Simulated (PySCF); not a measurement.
B(Me)(OMe)(SMe) (C3H9BOS), SMILES O(B(SC)C)C. Geometry: PBE-D3(BJ)/def2-SVP. One conformer was computed; it need not be the lowest.

### Question
Give the equilibrium geometry at PBE-D3(BJ)/def2-SVP (PySCF confirms it by a frequency run) as bond lengths and angles. (Estimate from the structure and the level; the computed values follow.)

### Answer
Several could match; the one computed here: 
Atoms: B1 C2 H3 H4 H5 O6 C7 H8 H9 H10 S11 C12 H13 H14 H15. Bond lengths (Å): B1–C2 1.580, B1–O6 1.372, B1–S11 1.816, C2–H3 1.107, C2–H4 1.112, C2–H5 1.112, O6–C7 1.417, C7–H8 1.112, C7–H9 1.108, C7–H10 1.112, S11–C12 1.830, C12–H13 1.106, C12–H14 1.106, C12–H15 1.106. Angles (°): C2–B1–O6 123.9, C2–B1–S11 119.0, O6–B1–S11 117.1, B1–C2–H3 113.2, B1–C2–H4 110.7, B1–C2–H5 110.8, H3–C2–H4 107.8, H3–C2–H5 107.8, H4–C2–H5 106.2, B1–O6–C7 121.9, O6–C7–H8 111.9, O6–C7–H9 108.2, O6–C7–H10 111.9, H8–C7–H9 108.4, H8–C7–H10 108.1, H9–C7–H10 108.4, B1–S11–C12 102.7, S11–C12–H13 110.7, S11–C12–H14 107.3, S11–C12–H15 110.7, H13–C12–H14 109.6, H13–C12–H15 108.9, H14–C12–H15 109.6.
Charge 0, spin multiplicity 1.
